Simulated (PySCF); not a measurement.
# `C=C(F)/C(F)=C/[SiH3]`, C4H6F2Si

Geometry:
```json
{"atom": "C1", "x (Å)": "2.743", "y (Å)": "0.325", "z (Å)": "0.428"}
{"atom": "C2", "x (Å)": "1.685", "y (Å)": "-0.197", "z (Å)": "-0.193"}
{"atom": "F3", "x (Å)": "1.829", "y (Å)": "-1.069", "z (Å)": "-1.190"}
{"atom": "C4", "x (Å)": "0.285", "y (Å)": "0.098", "z (Å)": "0.117"}
{"atom": "F5", "x (Å)": "0.156", "y (Å)": "0.969", "z (Å)": "1.121"}
{"atom": "C6", "x (Å)": "-0.787", "y (Å)": "-0.414", "z (Å)": "-0.497"}
{"atom": "Si7", "x (Å)": "-2.553", "y (Å)": "0.002", "z (Å)": "-0.050"}
{"atom": "H8", "x (Å)": "3.753", "y (Å)": "0.046", "z (Å)": "0.126"}
{"atom": "H9", "x (Å)": "2.595", "y (Å)": "1.032", "z (Å)": "1.242"}
{"atom": "H10", "x (Å)": "-0.569", "y (Å)": "-1.120", "z (Å)": "-1.303"}
{"atom": "H11", "x (Å)": "-2.682", "y (Å)": "1.437", "z (Å)": "0.335"}
{"atom": "H12", "x (Å)": "-3.420", "y (Å)": "-0.277", "z (Å)": "-1.233"}
{"atom": "H13", "x (Å)": "-3.024", "y (Å)": "-0.844", "z (Å)": "1.090"}
```

The calculation used PySCF, quadratic response CAM-B3LYP/def2-TZVPD first hyperpolarisability, Taylor convention, gas phase. Geometry: PBE0-D3(BJ)/def2-SVP.

Q: Give the tensor of the second harmonic β(−2ω;ω,ω) at 1064 nm in the axes of these coordinates.

A: In au, Taylor convention; rows are the first index (the induced dipole):
```
       xx     yy     zz     xy     xz    yz
x  +128.9  +15.6  +22.5  -22.5   +0.8  +8.3
y   -18.6  -24.1   +6.7  +14.7   +8.2  -5.9
z    +4.1   -6.2  -12.2   +7.8  +22.0  +7.0
```
Norm of βᵢ = ⅓ Σⱼ (βᵢⱼⱼ + βⱼᵢⱼ + βⱼⱼᵢ): 171.2 au, hyper-Rayleigh value 65.5 au.
